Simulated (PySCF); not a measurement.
An unknown is described by computed data only.

Formula: C10H17NSi.

- Dipole: 0.63 D [B3LYP/def2-SVPD]
- NMR, other nuclei: isotropic shieldings of nuclei other than C and H, by class: 227 (1 N), 363 (1 Si) ppm [GIAO B3LYP/pcSseg-1]
- Triplet: lowest triplet excitation (Tamm–Dancoff): 3.96 eV [TDA B3LYP/def2-SVPD]
- 1H NMR: chemical shifts (computed TMS as zero) by class: 6.35 (1 H), 6.29 (1 H), 6.27 (3 H), 6.17 (1 H), 6.03 (3 H), 3.08 (4 H), 1.70 (4 H) ppm [GIAO B3LYP/pcSseg-1]
- Rotational structure: rotational constants A, B, C: 1.009, 0.598, 0.540 GHz [PBE0-D3(BJ)/def2-SVP]
- UV, strongest line: among the 10 lowest singlet transitions: S6 at 5.88 eV (211 nm, f = 0.088) [TDDFT B3LYP/def2-SVPD]
- UV, first state: lowest singlet excitation: 4.07 eV (305 nm, f = 0.004) [TDDFT B3LYP/def2-SVPD]
- 13C NMR: chemical shifts (computed TMS as zero) by class: 145.0 (3 C), 143.4 (3 C), 51.0 (2 C), 31.6 (2 C) ppm [GIAO B3LYP/pcSseg-1]
- XPS: Si2p3/2 105.8, C1s 289.5 (×3), C1s 290.0 (×3), C1s 290.4 (×2), C1s 291.0 (×2), N1s 403.4, Si1s 1845.8 eV [ΔSCF SCAN, pcX-2 on the ionised atom, pcseg-1 elsewhere, spin-free X2C, 2p3/2 from a spin–orbit splitting computed afterwards within the 2p shell]

The electronic properties come from PySCF, for the isolated species, density fitting. Levels stand in brackets. Isolated species at its PBE0-D3(BJ)/def2-SVP geometry (one conformer only). Each NMR value is the plain mean over a class of atoms that symmetry, rotation or inversion makes alike.

**Question.** What is the compound? Reason from the data.

**Answer.** 10 carbons fall into 4 classes; from least to most shielded: carbon bonded to C, Si and H (145.0 ppm, 3 C, up to 2.7 ppm apart in this geometry), carbon bonded to C and 2 H (143.4 ppm, 3 C, up to 4.0 ppm apart in this geometry), carbon bonded to C, N and 2 H (51.0 ppm, 2 C), carbon bonded to 2 C and 2 H (31.6 ppm, 2 C). Hydrogen classes from least to most shielded: 1 H on a carbon bonded to C and 2 H (6.35 ppm), 1 H on a carbon bonded to C and 2 H (6.29 ppm), 3 H on 3 like atoms (carbon bonded to C, Si and H) (6.27 ppm), 1 H on a carbon bonded to C and 2 H (6.17 ppm), 3 H on 3 like atoms (carbon bonded to C and 2 H) (6.03 ppm), 4 H on 2 like atoms (carbon bonded to C, N and 2 H) (3.08 ppm), 4 H on 2 like atoms (carbon bonded to 2 C and 2 H) (1.70 ppm). The other shieldings belong to: 227 ppm, nitrogen bonded to 2 C and Si; 363 ppm, silicon bonded to 3 C and N. The core levels belong to: Si2p3/2 105.8 eV, silicon bonded to 3 C and N; C1s 289.5 eV, carbon bonded to C, Si and H; C1s 290.0 eV, carbon bonded to C and 2 H; C1s 290.4 eV, carbon bonded to 2 C and 2 H; C1s 291.0 eV, carbon bonded to C, N and 2 H; N1s 403.4 eV, nitrogen bonded to 2 C and Si; Si1s 1845.8 eV, silicon bonded to 3 C and N. One atom of each topological class was ionised and stands for its class. The optimised geometry has point group C1 and is an asymmetric top. Structure: Si(vinyl)3(pyrrolidide), `C=C[Si](C=C)(C=C)N1CCCC1`. The assignments are read from this structure; whether some other isomer fits the data as well wasn't checked.
